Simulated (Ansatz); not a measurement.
Consider the formal exchange of groups at the Si–Si bond: `[SiH3][SiH2][SiH2][SiH2][SiH2][SiH3]` + `C=O` → `O=C[SiH2][SiH2][SiH3]` + `[SiH3][SiH2][SiH3]`.

Program: Ansatz. Geometries: PBE0-D4/def2-TZVP. ΔE: electronic, gas phase. CBS: MP2 limit from def2 TZ/QZ plus the TZ coupled-cluster correction, frozen cores. This one scheme is used for every species. Functionals use def2-TZVPP. One conformer a species, not always the lowest.

Is it downhill or uphill in electronic energy at CCSD(T)/CBS, and by how much? (Estimate.)

Computed: Uphill: ΔE = +35.4 kJ/mol.

What do these levels give: B2PLYP, PBE0, CCSD/def2-TZVPP, MP2/def2-QZVPP, MP2/CBS(def2), CCSD/CBS(def2)? (Estimate.)

Ansatz gave: B2PLYP 22.5, PBE0 32.0, CCSD/def2-TZVPP 31.6, MP2/def2-QZVPP 35.9, MP2/CBS(def2) 36.5, CCSD/CBS(def2) 32.5 kJ/mol.

Largest T1 diagnostic among the species: 0.016.

The D4 term adds +18.2 kJ/mol with B3LYP and +11.5 kJ/mol with PBE0; it sums over pairs of atoms, weighted by their polarisabilities, and B3LYP, whose exchange is more repulsive, gets the larger term. From PBE to PBE0 (25 % exact exchange), in def2-TZVPP and without D4, ΔE moves by +3.0 kJ/mol.

B3LYP here is the variant with VWN-RPA as its local correlation; programs differ in this.
